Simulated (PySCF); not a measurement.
PBE on Er⁵⁷⁺ (erbium, charge +57)

Configuration: [Ne] 3s1, 2S determinant. Calculation: PySCF 2.14, in an uncontracted even-tempered set (17 s from 15 bohr⁻², ratio 2.5; 12 p from 19 bohr⁻², ratio 2.5; 4 d from 69 bohr⁻², ratio 2.7; 4 f from 100 bohr⁻², ratio 2.7); the spin-free X2C one-electron Hamiltonian (Gaussian nucleus).

```json
{
  "Total energy": "-9393.08 hartree",
  "One-electron energy": "-10061.09 hartree",
  "Hartree (Coulomb) energy": "798.29 hartree",
  "Exchange-correlation energy": "-130.27 hartree",
  "⟨S²⟩": "0.7500",
  "⟨L²⟩": "0.000",
  "Sum of ⟨r⟩": "0.8597 bohr",
  "Sum of ⟨r²⟩": "0.1064 bohr²"
}
```

| shell | electrons | mean orbital energy (eV) | rms radius, mean of both spins (bohr) |
| --- | --- | --- | --- |
| 1s α | 1 | -61841.0 | 0.0231 |
| 1s β | 1 | -61836.3 | 0.0231 |
| 2s α | 1 | -13966.8 | 0.0919 |
| 2s β | 1 | -13961.9 | 0.0919 |
| 2p α | 3 | -12922.8 | 0.0825 |
| 2p β | 3 | -12918.6 | 0.0825 |
| 3s α | 1 | -5774.8 | 0.218 |

Spin-orbit coupling, which splits the p, d and f shells strongly at this Z, is absent.

Densities and radii are taken from the X2C orbitals without a picture-change correction, which distorts them close to the nucleus.
